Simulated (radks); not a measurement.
The numbers below are computed, except where a source is named.
The silicon ion Si2+, 12 electrons, occupied as [Ne] 3s2.

Level of theory: scalar-relativistic Kohn-Sham, PBE, spin-polarised, spherical densities, point nucleus (a radial shooting solver on a logarithmic mesh with Libxc functionals).

Energy parts (eV):
part                      energy
total                  -7863.129
kinetic                 7883.769
electron-nucleus      -18525.312
Hartree                 3326.454
exchange-correlation    -548.040

Orbitals (lengths in bohr, moments of r in powers of bohr; <r^-3> diverges for s and p1/2):
1s: occ. 2; eigenvalue (eV) -1807.843; <r^2> 0.01668; <r^4> 0.0007206; <r> 0.1113
2s: occ. 2; eigenvalue (eV) -160.8038; <r^2> 0.3844; <r^4> 0.2735; <r> 0.5672
2p: occ. 6; eigenvalue (eV) -116.9098; <r^2> 0.3626; <r^-3> 48.48; <r^4> 0.2926; <r> 0.5362
3s: occ. 2; eigenvalue (eV) -28.5362; <r^2> 4.363; <r^4> 30.18; <r> 1.951
3p: occ. 0; eigenvalue (eV) -20.5041; <r^2> 5.780; <r^-3> 3.905; <r^4> 54.88; <r> 2.234

The highest occupied level is 3s at -28.536 eV. The density falls to 0.001 e/bohr^3 at r = 3.43 bohr.

Run on one thread of a shared host, so times are rough (Arm Neoverse N1): 0.15 s of CPU time, 0.15 s wall, 14 iterations on 2486 mesh points.
